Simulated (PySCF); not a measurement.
**Dipole moment and polarisability of `C/N=C\C#C[SiH3]`**

C4H7NSi.
Atom-mapped SMILES: `[CH3:1]/[N:2]=[CH:3]\[C:4]#[C:5][SiH3:6]` (hydrogens: H7, H8, H9 on C1; H10 on C3; H11, H12, H13 on Si6)

Geometry (GFN2-xTB, Å), atoms numbered from 1 in this order:
```xyz
13
C4H7NSi angstrom
C     -2.2890   -0.8452   -0.1863
N     -2.3419    0.5577   -0.4487
C     -1.2921    1.2563   -0.5251
C      0.0540    0.8284   -0.3771
C      1.1935    0.4396   -0.2470
Si     2.9412   -0.1233   -0.0403
H     -1.2773   -1.2383   -0.0284
H     -2.9024   -1.0421    0.6944
H     -2.7541   -1.3596   -1.0293
H     -1.4245    2.3159   -0.7284
H      3.1267   -1.3215   -0.8620
H      3.1380   -0.4266    1.3790
H      3.8234    0.9592   -0.4798
```

Level: PBE0/def2-SVPD (PySCF), static field, nuclei fixed, core orbitals frozen in the response. The polarisability tensor in these axes (au):

```
x   126.14  -0.32   3.69
y    -0.32  74.45  -2.77
z     3.69  -2.77  60.33
```

What are the eigenvalues, a third of the trace, and Δα (Δα² = ½Σ(αi − αj)² over the three pairs)?

Principal values 59.61, 74.96 and 126.35 au; mean 86.97 au = 12.89 Å³ = 14.34 × 10⁻⁴⁰ C²·m²/J; Δα = 60.55 au (70 % of the mean).

What is the dipole moment, and where does it point?

(1.47, -0.78, 0.22) D, 1.67 D in size, pointing from the negative to the positive side. Measured along this direction, the outermost atoms are H10 and N2 at the negative end and H11 and H12 at the positive end.

Directions of the eigenvectors, and the extent of the frame along each?

Largest value along (1.00, -0.01, 0.06), where the nuclei span 6.63 Å; middle along (0.02, 0.98, -0.18), 3.62 Å; least along (-0.05, 0.18, 0.98), 2.36 Å. The response follows the extents in order.

Form Σ f/ω² (atomic units) for the 8 lowest TDDFT singlets, given as eV and f, and set it beside the mean polarisability, which is this sum over all singlets: 4.19, 0.0028; 4.99, 0.0002; 5.41, 0.2381; 5.93, 0.0011; 6.23, 0.0047; 7.00, 0.0955; 7.10, 0.0046; 7.20, 0.4253.

They add up to 13.84 au, 15.9 % of the 86.97 au; the largest single term is 6.07 au, from the state at 7.20 eV. Terms in order: 0.12, 0.01, 6.02, 0.02, 0.09, 1.44, 0.07, 6.07 au. Higher excitations give the rest. The strengths listed sum to 0.772.

Refractivity n − 1 of an ideal gas of it at 298.15 K and 1 atm, from the electronic α?

N = p/kT = 2.4615 × 10¹⁹ cm⁻³, so n − 1 = 2π × N × 12.89 × 10⁻²⁴ cm³ = 1993 × 10⁻⁶ at long wavelengths.

Isolated species at its GFN2-xTB geometry, gas phase.
